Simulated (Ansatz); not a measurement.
Ansatz (an electronic-structure program) input (CCSD(T)/aug-cc-pV(D+d)Z):
A basis named .json is the Basis Set Exchange file of that set.

Ansatz 0.2 input:
```yaml
crystal:
  periodic: [false, false, false]
  atoms:
    - {symbol: C, position_ang: [-2.18568327, -0.67152098, 0.33142705]}
    - {symbol: C, position_ang: [-1.89511966, 0.78299962, -0.03500248]}
    - {symbol: C, position_ang: [-0.44680375, 1.17112173, 0.30208764]}
    - {symbol: C, position_ang: [0.49618287, 0.19737720, -0.38604244]}
    - {symbol: C, position_ang: [0.25540963, -1.26240188, -0.00876345]}
    - {symbol: C, position_ang: [-1.20049614, -1.62362237, -0.34370388]}
    - {symbol: S, position_ang: [2.29606510, 0.57365878, -0.01264577]}
    - {symbol: H, position_ang: [-2.12895925, -0.79448224, 1.41755579]}
    - {symbol: H, position_ang: [-3.20509514, -0.92865547, 0.04276610]}
    - {symbol: H, position_ang: [-2.07032284, 0.94041247, -1.10326611]}
    - {symbol: H, position_ang: [-2.56613419, 1.45998009, 0.49445268]}
    - {symbol: H, position_ang: [-0.24576076, 2.19753003, -0.01157680]}
    - {symbol: H, position_ang: [-0.29886441, 1.11756157, 1.38529898]}
    - {symbol: H, position_ang: [0.47728639, 0.32084260, -1.47231402]}
    - {symbol: H, position_ang: [0.94404286, -1.92319229, -0.53796498]}
    - {symbol: H, position_ang: [0.42197224, -1.39452759, 1.06509435]}
    - {symbol: H, position_ang: [-1.33636074, -1.59397976, -1.42872252]}
    - {symbol: H, position_ang: [-1.37935492, -2.65357035, -0.03412475]}
    - {symbol: H, position_ang: [2.22322429, 0.58716659, 1.33680516]}
    - {symbol: H, position_ang: [2.28634654, 1.92265427, -0.11168588]}
basis:
  gaussian:
    orbitals: aug-cc-pV_D+d_Z.json
total_charge: 1
magnetization: {spin_polarized: false}
correlation: {method: ccsd_t, electrons: outside_noble_gas}
output: {forces: true}
```

End of the output:

```
cycle   6  -30.34801530 eV  change   -1.2e-4 eV  update   3.9e-4
cycle   7  -30.34786038 eV  change    1.5e-4 eV  update   1.6e-4
cycle   8  -30.34784707 eV  change    1.3e-5 eV  update   5.3e-5
cycle   9  -30.34784989 eV  change   -2.8e-6 eV  update   2.0e-5
cycle  10  -30.34784192 eV  change    8.0e-6 eV  update   6.5e-6
perturbative correction -1.10920639 eV, -0.0407625828 hartree
the calculation of the forces begins
1.83 GiB of device memory are held for the factors and their scratch space
Total energy: -17231.63473646 eV, -633.2508965433 hartree
Atom 0 at    -2.185683    -0.671521     0.331427 Å, force     0.053812     0.017111     0.018461 eV/Å
Atom 1 at    -1.895120     0.783000    -0.035002 Å, force     0.064525    -0.027971    -0.005198 eV/Å
Atom 2 at    -0.446804     1.171122     0.302088 Å, force    -0.068461    -0.046066     0.021819 eV/Å
Atom 3 at     0.496183     0.197377    -0.386042 Å, force     0.235245     0.055761     0.039856 eV/Å
Atom 4 at     0.255410    -1.262402    -0.008763 Å, force    -0.093516     0.022077     0.011367 eV/Å
Atom 5 at    -1.200496    -1.623622    -0.343704 Å, force     0.047522     0.055975     0.006880 eV/Å
Atom 6 at     2.296065     0.573659    -0.012646 Å, force     0.173951    -0.186674    -0.155389 eV/Å
Atom 7 at    -2.128959    -0.794482     1.417556 Å, force     0.048155    -0.048908     0.490026 eV/Å
Atom 8 at    -3.205095    -0.928655     0.042766 Å, force    -0.452933    -0.112782    -0.142330 eV/Å
Atom 9 at    -2.070323     0.940412    -1.103266 Å, force    -0.061662     0.058939    -0.492385 eV/Å
Atom 10 at    -2.566134     1.459980     0.494453 Å, force    -0.297153     0.296377     0.245849 eV/Å
Atom 11 at    -0.245761     2.197530    -0.011577 Å, force     0.102433     0.463699    -0.153099 eV/Å
Atom 12 at    -0.298864     1.117562     1.385299 Å, force     0.076987    -0.043855     0.501206 eV/Å
Atom 13 at     0.477286     0.320843    -1.472314 Å, force    -0.028593     0.051517    -0.491076 eV/Å
Atom 14 at     0.944043    -1.923192    -0.537965 Å, force     0.321124    -0.291012    -0.253324 eV/Å
Atom 15 at     0.421972    -1.394528     1.065094 Å, force     0.075476    -0.039233     0.503656 eV/Å
Atom 16 at    -1.336361    -1.593980    -1.428723 Å, force    -0.053723     0.034660    -0.495397 eV/Å
Atom 17 at    -1.379355    -2.653570    -0.034125 Å, force    -0.081441    -0.456752     0.149467 eV/Å
Atom 18 at     2.223224     0.587167     1.336805 Å, force    -0.037408    -0.005666     0.223644 eV/Å
Atom 19 at     2.286347     1.922654    -0.111686 Å, force    -0.024340     0.202805    -0.024031 eV/Å
Dipole moment:     0.998980     0.470634     0.094135 e Å
```

It need not be the lowest isomer of its formula.
